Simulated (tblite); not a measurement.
Record of a relaxation.

Compound: C3H8GeO2Si.
Atom-mapped SMILES: `[O:1]=[C:2]1[GeH2:3][CH2:4][C@H:5]1[SiH2:6][OH:7]` (hydrogens: H8, H9 on Ge3; H10, H11 on C4; H12 on C5; H13, H14 on Si6; H15 on O7)

Computed with GFN2-xTB (tblite), gas phase: L-BFGS steps from a force-field or distance-geometry start until the largest atomic force falls under 0.01 eV/Å. 11 of its 225 geometries are shown.

Step 0: E = -604.9594 eV, largest atomic force 4.512 eV/Å
```
atom  x, y, z in Å  |  force x, y, z in eV/Å
O1      0.309   -0.885    2.291   -0.451   0.324  -2.174
C2      0.585   -0.394    1.199    0.707   0.884   4.368
Ge3     2.244   -0.051    0.255    1.737  -0.486   0.967
C4      0.773   -0.677   -0.835    0.312  -0.099  -2.458
C5     -0.109    0.179    0.045   -0.762  -0.367  -0.014
Si6    -1.932   -0.026   -0.085   -2.475   1.228  -0.258
O7     -2.610    1.552   -0.004    2.138  -0.860  -0.810
H8      3.389   -0.998    0.527    0.489   0.184  -0.139
H9      2.529    1.456    0.203    0.088  -0.540  -0.265
H10     0.784   -0.322   -1.872   -0.354  -0.554  -0.136
H11     0.600   -1.784   -0.775   -0.011   1.123  -0.117
H12     0.199    1.242   -0.062   -0.183  -0.442   0.113
H13    -2.293   -0.565   -1.406    0.138   0.014  -0.014
H14    -2.537   -0.872    0.924    0.044   0.138   0.189
H15    -1.937    2.154   -0.427   -1.416  -0.547   0.748
```

Step 22: E = -606.1426 eV, largest atomic force 0.244 eV/Å
```
atom  x, y, z in Å  |  force x, y, z in eV/Å
O1      0.091   -0.690    2.367   -0.043   0.063  -0.001
C2      0.533   -0.271    1.348    0.071   0.110  -0.144
Ge3     2.353   -0.246    0.409   -0.033  -0.100  -0.107
C4      0.855   -0.614   -0.902   -0.091   0.087   0.002
C5     -0.106    0.132    0.048    0.023  -0.038  -0.046
Si6    -2.012   -0.059   -0.110    0.177   0.149   0.079
O7     -2.672    1.426    0.003    0.059  -0.023  -0.016
H8      3.701   -0.985    0.432   -0.022  -0.101   0.024
H9      2.789    1.186    0.102   -0.044  -0.053   0.047
H10     0.904   -0.207   -1.914   -0.046   0.002   0.175
H11     0.579   -1.668   -0.973    0.096   0.133   0.033
H12     0.137    1.202   -0.050   -0.115  -0.064   0.025
H13    -2.262   -0.647   -1.424   -0.001  -0.037  -0.074
H14    -2.631   -0.764    0.995    0.054  -0.028   0.006
H15    -2.264    2.214   -0.352   -0.086  -0.100  -0.002
```

Step 45: E = -606.2630 eV, largest atomic force 0.104 eV/Å
```
atom  x, y, z in Å  |  force x, y, z in eV/Å
O1      0.114   -0.096    2.436    0.056  -0.063   0.030
C2      0.575   -0.081    1.339   -0.044   0.054   0.076
Ge3     2.346   -0.488    0.408   -0.008   0.075  -0.002
C4      0.876   -0.441   -0.967    0.024   0.062   0.013
C5     -0.051    0.273    0.024   -0.024   0.023   0.001
Si6    -1.929   -0.105   -0.067   -0.050  -0.051  -0.048
O7     -2.832    1.235    0.080    0.006   0.006   0.027
H8      3.487   -1.518    0.421   -0.068  -0.022   0.030
H9      3.105    0.836    0.316   -0.018  -0.091  -0.048
H10     1.037    0.108   -1.889    0.012   0.006  -0.086
H11     0.482   -1.422   -1.222    0.068  -0.049  -0.008
H12     0.086    1.355   -0.065   -0.024   0.039   0.002
H13    -2.146   -0.715   -1.387    0.024  -0.003   0.052
H14    -2.367   -0.920    1.056    0.029   0.076  -0.064
H15    -2.788    1.988   -0.506    0.020  -0.061   0.025
```

Step 67: E = -606.2925 eV, largest atomic force 0.034 eV/Å
```
atom  x, y, z in Å  |  force x, y, z in eV/Å
O1      0.167    0.101    2.436    0.011   0.012  -0.021
C2      0.604    0.072    1.325   -0.017   0.006   0.005
Ge3     2.333   -0.499    0.411   -0.001   0.012   0.014
C4      0.908   -0.292   -0.987   -0.005  -0.009  -0.016
C5     -0.051    0.382    0.011    0.003   0.003  -0.014
Si6    -1.893   -0.152   -0.051    0.003   0.013  -0.016
O7     -2.915    1.097    0.108   -0.006  -0.020   0.012
H8      3.107   -1.808    0.527    0.009  -0.011  -0.001
H9      3.424    0.552    0.292   -0.006  -0.003   0.000
H10     1.111    0.308   -1.873    0.013  -0.014   0.016
H11     0.518   -1.253   -1.322   -0.001   0.010  -0.016
H12    -0.004    1.469   -0.099   -0.012   0.014   0.029
H13    -2.060   -0.791   -1.362   -0.018  -0.016   0.017
H14    -2.240   -0.978    1.089   -0.003   0.000  -0.008
H15    -3.014    1.800   -0.528    0.029   0.001   0.002
```

Step 90: E = -606.3020 eV, largest atomic force 0.064 eV/Å
```
atom  x, y, z in Å  |  force x, y, z in eV/Å
O1      0.225    0.515    2.392    0.019   0.000  -0.061
C2      0.599    0.258    1.287   -0.003   0.017   0.013
Ge3     2.241   -0.598    0.429    0.019  -0.008  -0.022
C4      0.940   -0.137   -1.033    0.014  -0.005   0.031
C5     -0.064    0.475   -0.038    0.013   0.013   0.013
Si6    -1.836   -0.267   -0.018   -0.006  -0.024   0.020
O7     -2.959    0.895    0.113   -0.001  -0.001   0.001
H8      2.681   -2.051    0.579   -0.006   0.033  -0.014
H9      3.555    0.171    0.355   -0.034  -0.033   0.020
H10     1.289    0.591   -1.765    0.018  -0.034  -0.024
H11     0.536   -0.986   -1.584   -0.006   0.043   0.027
H12    -0.171    1.553   -0.184   -0.003   0.009   0.008
H13    -1.989   -1.001   -1.277    0.010   0.007  -0.036
H14    -2.062   -1.080    1.162   -0.030   0.021   0.004
H15    -2.989    1.672   -0.441   -0.005  -0.036   0.021
```

Step 112: E = -606.3360 eV, largest atomic force 0.148 eV/Å
```
atom  x, y, z in Å  |  force x, y, z in eV/Å
O1      0.436    1.100    2.260    0.000  -0.039  -0.143
C2      0.641    0.553    1.216   -0.022  -0.003   0.044
Ge3     2.033   -0.733    0.455    0.010   0.019   0.033
C4      1.005    0.076   -1.065   -0.071   0.005  -0.022
C5     -0.045    0.658   -0.104   -0.092   0.053   0.026
Si6    -1.668   -0.386    0.015    0.053   0.029   0.043
O7     -2.978    0.551    0.187    0.038   0.061  -0.033
H8      1.849   -2.238    0.572    0.027   0.039   0.003
H9      3.544   -0.515    0.500   -0.058  -0.040  -0.020
H10     1.548    0.870   -1.580    0.025  -0.014   0.026
H11     0.585   -0.578   -1.827    0.051  -0.007   0.004
H12    -0.325    1.694   -0.327   -0.006  -0.064   0.021
H13    -1.732   -1.181   -1.214    0.000   0.044  -0.031
H14    -1.737   -1.195    1.219    0.020  -0.019   0.024
H15    -3.161    1.334   -0.330    0.025  -0.064   0.025
```

Step 134: E = -606.3461 eV, largest atomic force 0.089 eV/Å
```
atom  x, y, z in Å  |  force x, y, z in eV/Å
O1      0.443    1.223    2.199   -0.018   0.017   0.017
C2      0.629    0.621    1.185    0.034  -0.017  -0.061
Ge3     1.976   -0.745    0.482    0.013   0.005   0.079
C4      1.031    0.095   -1.069   -0.044   0.013  -0.011
C5     -0.041    0.691   -0.142    0.032  -0.016   0.017
Si6    -1.621   -0.398    0.005   -0.036  -0.069   0.044
O7     -2.929    0.505    0.307   -0.039  -0.006   0.020
H8      1.682   -2.227    0.621   -0.004  -0.002  -0.007
H9      3.497   -0.660    0.532   -0.005   0.003   0.000
H10     1.627    0.884   -1.530   -0.012  -0.008  -0.018
H11     0.642   -0.537   -1.865   -0.001   0.037   0.009
H12    -0.353    1.709   -0.391    0.031  -0.012  -0.020
H13    -1.739   -1.096   -1.279    0.004   0.000   0.008
H14    -1.619   -1.275    1.169    0.031   0.025  -0.078
H15    -3.230    1.221   -0.245    0.015   0.032   0.001
```

Step 157: E = -606.4082 eV, largest atomic force 0.156 eV/Å
```
atom  x, y, z in Å  |  force x, y, z in eV/Å
O1      0.171    1.428    1.987   -0.003   0.015  -0.041
C2      0.493    0.754    1.054    0.081   0.006   0.002
Ge3     1.927   -0.641    0.631   -0.104  -0.016  -0.006
C4      1.082   -0.041   -1.092    0.033  -0.011   0.056
C5     -0.044    0.673   -0.329    0.023  -0.050  -0.027
Si6    -1.633   -0.400   -0.194    0.033   0.004   0.033
O7     -2.737    0.332    0.732   -0.088   0.108  -0.071
H8      1.626   -2.093    0.954    0.001  -0.020  -0.010
H9      3.436   -0.548    0.807    0.024   0.046  -0.019
H10     1.700    0.667   -1.646    0.021   0.041   0.027
H11     0.738   -0.787   -1.804   -0.031  -0.039   0.029
H12    -0.306    1.657   -0.728   -0.046  -0.022   0.006
H13    -2.078   -0.603   -1.575   -0.018   0.034  -0.006
H14    -1.407   -1.645    0.529    0.012   0.035  -0.028
H15    -2.972    1.256    0.652    0.061  -0.132   0.057
```

Step 179: E = -606.4768 eV, largest atomic force 0.268 eV/Å
```
atom  x, y, z in Å  |  force x, y, z in eV/Å
O1     -0.089    1.527    1.792   -0.057  -0.016   0.091
C2      0.369    0.806    0.949    0.038  -0.046  -0.136
Ge3     1.895   -0.536    0.757    0.130  -0.052  -0.011
C4      1.053   -0.273   -1.046    0.055  -0.073  -0.017
C5     -0.059    0.600   -0.453   -0.012  -0.125   0.001
Si6    -1.756   -0.309   -0.362   -0.022   0.059  -0.101
O7     -2.631    0.337    0.827   -0.142  -0.098  -0.098
H8      1.925   -1.959    1.317   -0.023   0.111  -0.007
H9      3.350   -0.070    0.826   -0.099  -0.050   0.048
H10     1.688    0.291   -1.726    0.049   0.034  -0.067
H11     0.687   -1.142   -1.591    0.026   0.029   0.038
H12    -0.202    1.544   -0.974   -0.107   0.084  -0.025
H13    -2.452   -0.096   -1.629    0.031   0.026   0.003
H14    -1.526   -1.725   -0.098    0.031  -0.032   0.082
H15    -2.257    1.012    1.388    0.100   0.149   0.199
```

Step 202: E = -606.5052 eV, largest atomic force 0.048 eV/Å
```
atom  x, y, z in Å  |  force x, y, z in eV/Å
O1     -0.132    1.498    1.764   -0.003   0.010   0.033
C2      0.367    0.819    0.905    0.005  -0.012   0.001
Ge3     1.893   -0.513    0.721   -0.023  -0.004   0.001
C4      1.093   -0.207   -1.094    0.001   0.001  -0.029
C5     -0.063    0.601   -0.492   -0.005  -0.004   0.001
Si6    -1.730   -0.352   -0.316   -0.006  -0.036   0.000
O7     -2.624    0.417    0.785   -0.012   0.045   0.011
H8      1.706   -1.919    1.260    0.009  -0.003   0.010
H9      3.369   -0.216    0.927   -0.003   0.007  -0.004
H10     1.717    0.406   -1.745    0.016   0.013  -0.002
H11     0.775   -1.072   -1.671   -0.017  -0.013   0.003
H12    -0.291    1.536   -1.006    0.005   0.007  -0.025
H13    -2.446   -0.283   -1.583    0.020   0.014  -0.002
H14    -1.438   -1.721    0.113    0.016   0.004   0.008
H15    -2.200    1.012    1.411   -0.003  -0.029  -0.005
```

Step 224: E = -606.5073 eV, largest atomic force 0.009 eV/Å
```
atom  x, y, z in Å  |  force x, y, z in eV/Å
O1     -0.134    1.456    1.791    0.003  -0.003  -0.001
C2      0.367    0.795    0.919   -0.001  -0.002   0.004
Ge3     1.901   -0.524    0.714    0.005   0.003   0.002
C4      1.084   -0.218   -1.094   -0.003  -0.001  -0.005
C5     -0.062    0.599   -0.483    0.000  -0.002  -0.004
Si6    -1.737   -0.342   -0.315    0.008   0.002  -0.003
O7     -2.652    0.470    0.738   -0.004   0.002   0.002
H8      1.785   -1.935    1.260    0.000   0.002   0.000
H9      3.367   -0.166    0.892   -0.003  -0.001   0.001
H10     1.707    0.388   -1.754   -0.003  -0.003   0.002
H11     0.751   -1.083   -1.663    0.000   0.007   0.004
H12    -0.279    1.540   -0.991    0.000  -0.001  -0.002
H13    -2.422   -0.294   -1.599    0.000   0.000   0.001
H14    -1.451   -1.698    0.157   -0.001  -0.003   0.000
H15    -2.231    1.017    1.406   -0.001   0.000   0.000
```

**Question.** Summarise the path.

**Answer.** The energy falls by 1.5479 eV from step 0 to step 224; nine tenths of that is first reached at step 141. It rises by more than 0.2 meV at steps 100, 146, 170 and 180. The largest force goes from 4.512 to 0.009 eV/Å. Among the bonds Si6–O7 changes most, from 1.720 to 1.614 Å; the atoms move by 1.376 Å rms after alignment.

The cost below is that of the whole relaxation. On Arm Neoverse N1, one thread, no GPU, on a shared host, this took 2.8 s.
